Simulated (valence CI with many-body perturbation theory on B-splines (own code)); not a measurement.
Questions on Tm⁵⁶⁺

Calculated by configuration interaction combined with many-body perturbation theory (CI+MBPT): three valence electrons over a frozen Dirac-Fock core [Ne], a basis of 9 s, 9 p, 8 d, 6 f, 3 g, 1 h functions for each j, with the one-electron correlation potential Σ1, the two-electron term Σ2, the three-electron term Σ3, Breit, model QED; selected CI, second order for the rest, scaled by the run's own slope (own B-spline code, finite nucleus).

The last digits are not significant, and no measured levels were compared; by estimate large intervals hold to a few tenths of a per cent, small ones and those within an open d or f shell to about a per cent.

Levels are named by their leading jj configuration (3d3/2^4 stands for four electrons in 3d with j = 3/2), which in mixed levels can hold well under half, so a name can repeat and another be missing.

Rates and lifetimes use the calculated energies. Strong lines usually hold to 10 to 20 %, long lifetimes can be off by a factor of two.

Q: What is the ground level?

A: (3s^2 3p1/2) J=1/2, composition 100 % 3s²3p ²P°, g = 0.650.

Q: Among levels below 919.87 eV, which E1 lines absorb most strongly from the ground level?

A: to (3s^2 3d3/2) J=3/2 at 2.615 nm, f = 0.427; to (3s 3p1/2 3p3/2) J=1/2 at 2.893 nm, f = 0.198; to (3s 3p1/2 3p3/2) J=3/2 at 2.956 nm, f = 0.120.

Q: What is the ionisation energy?

A: 5656.6 eV; NIST lists 5656 ± 5 eV (theoretical).

Q: How well does LS coupling describe the low levels?

A: Among the lowest 20 levels the leading LS term, summed over configurations, holds 64 % on average. For single configurations the figures are 62 % in LS and 93 % in jj coupling. Terms mix most in the J = 3/2 level at 621.44 eV, where the leading one holds 35 %.

Q: Where does the other parity begin?

A: At (3s 3p1/2^2) J=1/2, 149.55 eV.

Q: What are the static dipole polarisabilities of the lowest levels?

A: (3s^2 3p1/2) J=1/2 0.00393 bohr³, of which the core gives 6.15e-05.

Q: Name the longest-lived excited levels whose lifetime is computed, and their main decay.

A: (3s 3p3/2 3d5/2) J=9/2 at 894.40 eV lives 12.9 ns, mostly by M1 to (3s 3p1/2 3d5/2) J=7/2; (3s^2 3p3/2) J=3/2 at 260.77 eV lives 6.46 ns, mostly by M1 to (3s^2 3p1/2) J=1/2.
